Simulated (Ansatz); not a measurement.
C3H9BSi (`BC(=C)[SiH2]C`), relaxed with RKS PBE0-D4/def2-TZVP in Ansatz from a PBE-D4/def2-SVP geometry. The force threshold is 0.005 eV/Å; the program also tests the step.

Total charge 0; spin multiplicity 1.

Start:

```xyz
14

B    -1.616   -0.013   -1.129
C    -0.420    0.728   -0.474
C    -0.555    2.062   -0.223
Si    1.165   -0.207   -0.032
C     0.797   -1.583    1.214
H    -1.573   -1.206   -1.381
H    -2.633    0.607   -1.400
H     0.244    2.674    0.240
H    -1.488    2.600   -0.475
H     2.177    0.761    0.535
H     1.745   -0.812   -1.287
H     1.713   -2.163    1.446
H     0.402   -1.165    2.162
H     0.041   -2.283    0.803
```

| step | energy (eV) | largest force (eV/Å) | largest move (Å) |
| --- | --- | --- | --- |
| 1 | -11804.1106 | 0.582 | 0.000 |
| 2 | -11804.1693 | 0.154 | 0.035 |
| 3 | -11804.1707 | 0.241 | 0.022 |
| 4 | -11804.1744 | 0.019 | 0.019 |
| 5 (rejected) | -11804.1744 | 0.021 | 0.018 |
| 6 | -11804.1745 | 0.005 | 0.009 |
| 7 | -11804.1745 | 0.003 | 0.005 |

End:

```xyz
14

B    -1.620   -0.006   -1.119
C    -0.418    0.712   -0.472
C    -0.543    2.029   -0.228
Si    1.151   -0.204   -0.025
C     0.799   -1.572    1.202
H    -1.603   -1.181   -1.359
H    -2.603    0.625   -1.392
H     0.246    2.625    0.228
H    -1.457    2.564   -0.482
H     2.131    0.766    0.545
H     1.743   -0.790   -1.261
H     1.708   -2.130    1.436
H     0.398   -1.165    2.133
H     0.067   -2.273    0.794
```

It took 48 s on 4 threads of a server CPU on a shared host, with 0.62 GiB of host memory at the peak.
